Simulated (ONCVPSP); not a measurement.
**tin (Sn): one change to an ONCV potential, before and after**

| Item | Value |
| --- | --- |
| Element | tin |
| Generator | ONCVPSP 4.0.1 |
| Type | optimised norm-conserving Vanderbilt (ONCV) |
| Functional | LDA (Perdew-Wang 92) |
| Relativity | scalar-relativistic |
| Frozen core | [Ar] 3d10 |
| Valence charge | 22 |
| Reference configuration | 4s2 4p6 4d10 5s2 5p2 |
| Partial waves | 4s+5s: rc 1.55 bohr, ncon 4, nbas 7, qcut 6.1 1/bohr, 2 projectors; 4p+5p: rc 1.35 bohr, ncon 4, nbas 9, qcut 12 1/bohr, 2 projectors; 4d: rc 1.45 bohr, ncon 4, nbas 9, qcut 10 1/bohr, 2 projectors, debl 2.2 Ha |
| Local potential | polynomial inside 0.90 bohr (lpopt 5, dvloc0 0 Ha) |
| Core correction | none |

Change: s: qcut 4; p: qcut 7.9; d: qcut 6.6.

Cutoffs: the cutoffs (Ha) at which the residual kinetic energy of the hardest occupied pseudo-wave falls to 1 and 0.1 mHa per electron; they do not see the model core or the augmentation charge, which bear on the density cutoff. Errors are all-electron minus pseudo energies relative to the spin-unpolarised reference configuration.

What does the change do?

The potential gets harder (39 Ha and 57 Ha → 134 Ha and 155 Ha); of the 4 tests that both files solve, the error grows in 2 and shrinks in 0 by more than 15 % and 0.3 meV (median size 8.5 → 9.6 meV); neither file shows a bound ghost.

```tsv
quantity	base	changed
cutoff, loose	39 Ha	134 Ha
cutoff, tight	57 Ha	155 Ha
loose cutoff by channel	s 17 Ha, p 39 Ha, d 38 Ha	s 21 Ha, p 23 Ha, d 134 Ha
bound ghosts	none	none
GHOST(+) flags under 300 eV	s at 102.9 eV	s at 104.8 eV
error for 4s2 4p6 4d10 5s2 5p1, meV [ΔE 7.09 eV]	-1.3	-1.3
error for 4s2 4p6 4d10 5s2 5p0, meV [ΔE 21.35 eV]	-4.2	-4.3
error for 4s2 4p6 4d10 5s1 5p0, meV [ΔE 52.80 eV]	-13	-15
error for 4s2 4p5 4d10 5s2 5p2, meV [ΔE 97.40 eV]	-90	-189
s: phases at 1.57 bohr within 0.05 rad from the reference energy up to (Ha; the scan ends near 5)	3.3	3.4
p: phases at 1.37 bohr within 0.05 rad from the reference energy up to (Ha; the scan ends near 5)	to the end of the scan	to the end of the scan
d: phases at 1.47 bohr within 0.05 rad from the reference energy up to (Ha; the scan ends near 5)	to the end of the scan	4.0
```
